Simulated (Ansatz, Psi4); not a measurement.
# Exact exchange and the electronic atomisation energy of HBr (hydrogen bromide)

The species is HBr (2 atoms), meant as a singlet with charge 0. As SMILES, `Br`. The coordinates come from a PBE0-D4/def2-TZVP relaxation.

The electronic atomisation energy y, in eV, basis cc-pVTZ; a is the functional's share of exact exchange. Programs: Ansatz 0.2.0, Psi4 1.11.

```
functional  program     a  y (eV)
    r2SCAN     Psi4     0    4.04
       PBE     Psi4     0    4.03
     TPSSh     Psi4   0.1       ?
     B3LYP     Psi4   0.2    3.98
      PBE0     Psi4  0.25    3.97
   r2SCAN0   Ansatz  0.25    3.97
     BHLYP     Psi4   0.5    3.86
```

Question: Fit y = c + s·a to the known rows and predict TPSSh.

Answer: 
1. Means of the 6 rows: a = 0.2000, y = 3.975.
2. Σ(Δa)² = 0.175, Σ(Δa·Δy) = -0.059, so the slope is -0.059/0.175 = -0.33714.
3. Intercept: 3.975 − (-0.33714) × 0.2000 = 4.042. The largest residual of the fit is 0.013.
4. TPSSh: 4.042 + (-0.33714) × 0.1 = 4.01 eV.

The run gave 4.08 eV, so the prediction is off by -0.07 eV, more than the largest residual. The rows mix families of semi-local functionals, which the line can't see. Spin-orbit coupling is left out.
